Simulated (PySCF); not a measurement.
**Shapes and spin states of Pd₂S**

Level of theory: PySCF, PBE0, basis S def2-SVP, Pd def2-SVP with ECP28 (scalar-relativistic core potentials, no spin–orbit coupling, density fitting).

Relaxations began from a few typed shapes and spin states; open shells are unrestricted. The search is not exhaustive: other isomers or separated fragments can lie lower, and high-lying points may rest on an excited occupation.

Order these stationary points by electronic energy, lowest first, in kJ/mol from the lowest minimum.
A. singlet (closed shell, unstable to spin polarisation) C2v: S–Pd 2.162 Å (×2); Pd–S–Pd 88.7°
B. singlet (closed shell, unstable to spin polarisation) C2v: Pd–Pd 2.554 Å, S–Pd 2.207 Å (×2); Pd–Pd–S 54.6° (×2), Pd–S–Pd 70.7°
C. singlet (closed shell, unstable to spin polarisation) D∞h: S–Pd 2.149 Å (×2); Pd–S–Pd 180.0°
D. broken-symmetry Ms = 0 (⟨S²⟩ 1.01) C2v: Pd–Pd 2.663 Å, S–Pd 2.203 Å (×2); Pd–Pd–S 52.8° (×2), Pd–S–Pd 74.4°
E. triplet C2v: Pd–Pd 2.657 Å, S–Pd 2.205 Å (×2); Pd–Pd–S 52.9° (×2), Pd–S–Pd 74.1°

E (0.0), D (14.1), B (39.0), A (101.0), C (135.4).

Which of them are minima?

By energy in kJ/mol, 0.0: minimum; 14.1: minimum; 39.0: minimum of the closed-shell surface only; 101.0: minimum of the closed-shell surface only; 135.4: saddle point, 2 imaginary modes.

For the lowest minimum: other spin states or occupations of the open shell can lie lower.

The electron or spin density has lower symmetry than the nuclear frame for the singlet (closed shell, unstable to spin polarisation) D∞h at 135.4 kJ/mol.
